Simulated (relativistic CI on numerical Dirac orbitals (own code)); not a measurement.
How well does a small relativistic CI reproduce La?

Computed by Dirac-Coulomb-Breit CI, KLI orbitals optimised for each configuration, model QED (radiative potential, 1s self-energy scaled to tabulated hydrogen-like ionisation energies), valence Slater integrals scaled by 0.85, P86 correlation energy added to each configuration (own radial code, finite nucleus).

Configuration list (outside the closed core [Xe]): 5d 6s2, 5d2 6s, 5d3, 5d 6s 6p, 6s2 4f, 6s2 6p, 5d2 6p, 5d 6s 4f, 5d 6s 6d, 5d 6s 6f, 5d2 6d, 5d 6s 6g, 6s2 7p, 6s2 5f, 6s 6p 7s, 5d 6s 7s, 6s2 8s, 5d2 7s, 6s2 5g, 5d 4f 5g, 6s2 7d, 6s 6p 6d, 5d2 5f, 5d 6s 7p, 5d 6p 7s, 5d 4f 6g, 6s 4f 5g, 6s2 6f, 5d 6p2, 4f 6p2, 6p3, 6s 4f 6p, 4f2 6p, 4f 6p 6d, 6s 6p2, 6p2 6d, 6s 4f 5f, 4f 5f 6p, 4f 5f 6d, 5d 4f 6f, 4f2 6f, 4f 6p 6f, 5d 5f2, 4f 5f2, 5f2 6p, 5d 4f 6p, 6s 4f 6f, 4f 6d 6f. Double excitations out of closed p, d and f shells are left out; levels of such configurations are missing from the list, as are those of other unlisted configurations, and high levels can miss mixing partners. These lack a partner that the ground configuration has and come out too high: 6s2 7p, 6s2 5f, 6s2 8s, 6s2 5g, 6s2 7d.

```
Configuration  Term (tabulated)     J  Measured (cm⁻¹)  Computed  Error  Purity (%)
       5d 6s2                2D   3/2              0.0         0      0          77
       5d 6s2                2D   5/2           1053.2       842   -212          74
       5d2 6s                4F   3/2           2668.2      2419   -249          97
       5d2 6s                4F   5/2           3010.0      2656   -354          97
       5d2 6s                4F   7/2           3494.5      2995   -499          97
       5d2 6s                4F   9/2           4121.6      3446   -676          97
       5d2 6s                2F   5/2           7011.9      7190    178          84
       5d2 6s                4P   1/2           7231.4      7385    153          95
       5d2 6s                4P   3/2           7490.5      7555     65          95
       5d2 6s                4P   5/2           7679.9      7742     62          89
       5d2 6s                2F   7/2           8052.2      8010    -42          86
       5d2 6s                2P   1/2           9044.2      9237    192          66
       5d2 6s                2D   5/2           9183.8      9419    235          66
       5d2 6s                2G   9/2           9919.8     10394    474          86
       5d2 6s                2G   7/2           9960.9     10434    473          84
          5d3                4F   3/2          12430.6     12646    215          97
          5d3                4F   5/2          12787.4     12865     77          97
          5d3                4F   7/2          13238.3     13163    -75          97
     5d 6s 6p               4F°   3/2          13260.4     11716  -1544          72
          5d3                4F   9/2          13747.3     13533   -214          97
     5d 6s 6p               4F°   7/2          15019.5     13231  -1789          90
     5d 6s 6p               4D°   5/2          15503.6     13767  -1737          85
     5d 6s 6p               4D°   7/2          16099.3     14326  -1773          86
     5d 6s 6p               4F°   9/2          16243.2     14244  -1999          95
          5d3                4P   1/2          16617.3     17294    676          95
          5d3                4P   3/2          16735.1     17404    669          94
       5d2 6s                2S   1/2          16991.4     18299   1307          84
          5d3                2G   7/2          17023.4     18137   1113          84
          5d3                4P   5/2          17099.4     17643    544          95
          5d3                2G   9/2          17140.9     18318   1177          68
     5d 6s 6p               4P°   1/2          17567.5     15847  -1721          94
     5d 6s 6p               4P°   3/2          17797.3     16029  -1768          86
       5d2 6p               4G°   5/2          17947.1     16743  -1205          84
     5d 6s 6p               4P°   5/2          18157.0     16174  -1983          88
       5d2 6p               2D°   3/2          18172.3     17214   -959          63
       5d2 6p               4G°   7/2          18603.9     17224  -1380          85
       5d2 6p               4G°   9/2          19129.3     17807  -1322          95
       5d2 6p               4F°   3/2          20083.0     19509   -574          90
       5d2 6p               4G°  11/2          20117.4     18668  -1449          95
       5d2 6p               4F°   5/2          20338.2     19794   -544          90
       5d2 6p               4F°   7/2          20763.2     20197   -566          89
       5d2 6p               4F°   9/2          21384.0     20717   -667          87
       5d2 6p               4D°   1/2          22246.6     21819   -427          91
       5d2 6p               4D°   3/2          22439.4     22021   -418          92
       5d2 6p               4D°   5/2          22804.2     22357   -447          89
       5d2 6p               4D°   7/2          23303.3     22793   -511          89
     5d 6s 4f             4G° †   5/2          27022.6     35945   8922          66
     5d 6s 4f             4G° †   7/2          27455.3     36322   8866          80
     5d 6s 4f             4G° †   9/2          28089.2     36930   8841          82
     5d 6s 4f             4G° †  11/2          28743.2     37581   8837          82
```

Measured levels from NIST Handbook of Basic Atomic Spectroscopic Data (Sansonetti and Martin, J. Phys. Chem. Ref. Data 34, 1559 (2005)); pairs were made by configuration, J and term (by order where the table uses no LS term), so strongly mixed levels may be paired wrongly.

Mean error by configuration (cm⁻¹): 5d 6s2 -212; 5d2 6s 94; 5d3 465; 5d 6s 6p -1789; 5d2 6p -805. Over the excited levels the mean absolute error is 771 cm⁻¹ (49 of the 68 excited levels that our extract of the source holds in range could be paired, and the others can miss by more), and the median relative error of those above 1,000 cm⁻¹ is 4.7 %. † marks terms whose computed intervals miss the measured ones by more than a factor of 2.5, or configurations far off the rest, from wrong mixing, a near crossing or a doubtful label or measurement; they are left out of the means.

Transition probabilities of persistent lines. The last column rescales the computed rate by the cube of measured over computed energy:

| λ measured (Å) | Lower | Upper | A tabulated (s⁻¹) | A computed | A rescaled |
| --- | --- | --- | --- | --- | --- |
| 5501.34 air | 5d 6s2 2D_3/2 | 5d2 6p 2D°_3/2 | 5.29e+07 | 6.53e+07 | 7.68e+07 |
